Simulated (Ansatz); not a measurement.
A nudged elastic band was laid between two geometries of CH₃FSSi (7 atoms, charge 0, multiplicity 1).

All numbers below come from Ansatz, RKS PBE/6-31G*.

```json
{
  "movable images": "7",
  "climbing image": "yes",
  "spring": "5.0 eV/Å²",
  "optimiser": "quadratic models (default)",
  "start path": "through a guess of the saddle point",
  "force threshold": "0.05 eV/Å",
  "iteration limit": "60",
  "end points": "relaxed"
}
```

Initial state:

```xyz
7
Properties=species:S:1:pos:R:3
F -1.819 1.007 0.107
Si -0.218 0.747 -0.019
C 0.185 -1.104 0.017
S 1.770 -1.522 0.048
H 0.262 1.291 -1.330
H 0.479 1.399 1.133
H -0.597 -1.885 -0.001
```

Final state:

```xyz
7
Properties=species:S:1:pos:R:3
F -1.788 1.528 0.202
Si -0.261 1.011 -0.001
C -0.275 -0.833 -0.099
S 1.025 -1.773 0.173
H 0.242 1.439 -1.351
H 0.536 1.641 1.106
H 0.583 -3.081 -0.076
```

What changes between the two ends?

Bonds broken: C3–H7. Bonds formed: S4–H7.

What energy profile does the band end with?

It converged. The highest image is number 4 of 0 to 8, 332.0 kJ/mol above the first end and 135.8 kJ/mol above the last; the last end lies 196.2 kJ/mol above the first. Neighbouring images differ by up to 1.6 eV, so the band resolves the path poorly. A vibrational analysis at the climbing image gives 2 clearly imaginary modes (1612i, 87i cm⁻¹): a point of higher order, so a lower path passes nearby. The orbitals stay closed-shell, which can raise the energy where a bond breaks towards radicals; this wasn't checked here.

```json
{"image": "0", "path coordinate (Å)": "0.00", "energy (kJ/mol)": "0.0", "C3–H7 (Å)": "1.11", "S4–H7 (Å)": "2.39"}
{"image": "1", "path coordinate (Å)": "0.34", "energy (kJ/mol)": "10.5", "C3–H7 (Å)": "1.10", "S4–H7 (Å)": "2.30"}
{"image": "2", "path coordinate (Å)": "0.69", "energy (kJ/mol)": "81.2", "C3–H7 (Å)": "1.11", "S4–H7 (Å)": "2.03"}
{"image": "3", "path coordinate (Å)": "1.03", "energy (kJ/mol)": "233.2", "C3–H7 (Å)": "1.23", "S4–H7 (Å)": "1.70"}
{"image": "4", "path coordinate (Å)": "1.38", "energy (kJ/mol)": "332.0", "C3–H7 (Å)": "1.55", "S4–H7 (Å)": "1.43"}
{"image": "5", "path coordinate (Å)": "1.68", "energy (kJ/mol)": "279.7", "C3–H7 (Å)": "1.88", "S4–H7 (Å)": "1.34"}
{"image": "6", "path coordinate (Å)": "1.98", "energy (kJ/mol)": "213.6", "C3–H7 (Å)": "2.20", "S4–H7 (Å)": "1.36"}
{"image": "7", "path coordinate (Å)": "2.29", "energy (kJ/mol)": "196.6", "C3–H7 (Å)": "2.41", "S4–H7 (Å)": "1.40"}
{"image": "8", "path coordinate (Å)": "2.59", "energy (kJ/mol)": "196.2", "C3–H7 (Å)": "2.41", "S4–H7 (Å)": "1.40"}
```

What is the geometry of the highest image?


```xyz
7
Properties=species:S:1:pos:R:3:forces:R:3
F -1.824 1.358 0.057 -0.01 0.00 0.00
Si -0.268 0.906 -0.021 0.02 -0.01 0.00
C -0.159 -0.972 0.035 -0.01 0.00 0.00
S 1.390 -1.772 -0.029 0.01 0.00 0.00
H 0.308 1.407 -1.317 0.00 0.00 0.00
H 0.457 1.490 1.161 0.00 0.00 0.00
H 0.158 -2.486 0.068 -0.01 0.00 0.00
```

The band took 8 iterations and about 120 core-seconds.

The run took 120 s on 1 thread of Arm Neoverse V2 (shared host), peak memory 0.13 GiB.
